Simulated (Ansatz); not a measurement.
# What each rung costs, and what it gives

Saddle point of AlSiH7O4, singlet (AlSiH₇O₄ ([OH][Al]1([OH])[OH][SiH3][OH]1) → AlSiH₇O₄ ([OH][Al]([OH])([OH2])[O][SiH3]); bonds formed: O2–H5; bonds broken: O4–Si7, H5–O6; bonds weakened to dative contacts: Al1–O2), PBE0-D4/def2-TZVP structure:

```
atom    x (Å)    y (Å)    z (Å)
 Al1  -0.8502  -0.5895   0.5439
  O2   0.2070  -0.1990   1.9879
  O3  -1.2464  -2.2146   0.2638
  O4  -2.0519   0.5894   0.2968
  H5   0.8826   0.1291   0.9433
  O6   0.7642  -0.0099  -0.2046
 Si7   1.3550   0.9022  -1.4526
  H8  -0.0522   0.4952   2.5953
  H9  -0.6627  -2.9449   0.4530
 H10  -2.9366   0.3530   0.0264
 H11   2.7704   0.5269  -1.6923
 H12   1.2820   2.3436  -1.1053
 H13   0.5386   0.6187  -2.6555
```

Barriers are electronic and count from the start structure reached by relaxing down the imaginary mode.

Ansatz 0.2.0; basis: as named in each row; cores frozen in the correlated methods. B3LYP uses VWN-RPA correlation. Extrapolation: Hartree–Fock as exp(−7.88 √X), correlation as X^−2.97.

Times are rough, for one single point on 8 threads of a shared host (Intel Xeon).

The estimate by CCSD(T) at an estimated basis limit (MP2 extrapolated from triple and quadruple zeta, plus CCSD(T) − MP2 in triple zeta) is 8.89 kcal/mol.

```
      method       basis  time (s)  barrier (kcal/mol)  method less estimate
          HF      STO-3G         2               17.33                  8.44
      PBE-D4      STO-3G         3                2.26                 -6.62
       SPW92    def2-SVP         4                5.63                 -3.26
      PBE-D4    def2-SVP         4                5.79                 -3.10
     PBE0-D4    def2-SVP         4                7.95                 -0.94
    B3LYP-D4       6-31G         5               11.73                  2.84
       SPW92  def2-TZVPP         8                5.54                 -3.35
     BLYP-D4  def2-TZVPP         8                5.18                 -3.71
      PBE-D4  def2-TZVPP        10                5.67                 -3.22
     wB97M-V    def2-SVP        11                9.62                  0.73
   r2SCAN-D4  def2-TZVPP        12                7.04                 -1.85
    B3LYP-D4  def2-TZVPP        13                6.72                 -2.17
    BHLYP-D4  def2-TZVPP        13                9.10                  0.21
     PBE0-D4  def2-TZVPP        14                7.58                 -1.31
  r2SCAN0-D4  def2-TZVPP        15                8.37                 -0.51
CAM-B3LYP-D4  def2-TZVPP        17                7.12                 -1.77
      B97M-V  def2-TZVPP        18               10.34                  1.46
     CCSD(T)    def2-SVP        24                8.90                  0.02
     wB97X-V  def2-TZVPP        25                8.51                 -0.38
      B2PLYP  def2-TZVPP        25                6.92                 -1.97
    PBE-QIDH  def2-TZVPP        25                8.56                 -0.33
     wB97M-V  def2-TZVPP        26                9.32                  0.43
  RPA on PBE  def2-TZVPP        40                8.04                 -0.85
         MP2  def2-QZVPP        79                7.91                 -0.97
     CCSD(T)  def2-TZVPP       400                8.47                 -0.42
```

All methods are single points on the PBE0-D4 structures.

No T1 diagnostic of these runs exceeds 0.012.

Labels in which every atom is bracketed show which atoms are joined, not bond orders.
